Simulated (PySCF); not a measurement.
Species: C3H12OSi2 (charge 0, singlet). 
Coordinates optimised at B3LYP-D3(BJ)/def2-TZVP (Ansatz):
SMILES: O(CCC[SiH3])[SiH3]
```xyz
18

Si    -2.3171     0.5580     0.5617
C     -1.6038    -0.8577    -0.4554
C     -0.6172    -0.4608    -1.5614
C      0.6014     0.2893    -1.0539
O      1.2740    -0.5006    -0.0782
Si     2.4610     0.0825     0.9012
H     -2.8874     1.5998    -0.3307
H     -3.3950     0.0489     1.4440
H     -1.2873     1.2011     1.4131
H     -2.4447    -1.4000    -0.8974
H     -1.1175    -1.5543     0.2318
H     -1.1131     0.1732    -2.3029
H     -0.2766    -1.3566    -2.0880
H      0.3036     1.2488    -0.6124
H      1.2809     0.5058    -1.8853
H      1.9832     1.2718     1.6503
H      3.6559     0.4835     0.1151
H      2.8096    -1.0101     1.8308
```
Charge 0, spin multiplicity 1.

Dispersion corrections to the total energy (kcal/mol) from the dftd3 and dftd4 libraries through PySCF: D3(BJ) without and D4 with the three-body term, each with the damping fitted for the functional named.

| functional | D3(BJ) | D4 |
|---|---|---|
| PBE0 | -8.81 | -8.36 |
| PBE | -9.95 | -9.76 |
| HF | -68.52 | ? |
| LC-wPBE | ? | -10.79 |
| B2PLYP | -8.05 | -6.90 |
| BHLYP | ? | -11.47 |
| TPSSh | -11.77 | -12.05 |

What belongs in the gaps?


- HF, D4: -33.11
- LC-wPBE, D3(BJ): -9.66
- BHLYP, D3(BJ): -13.36
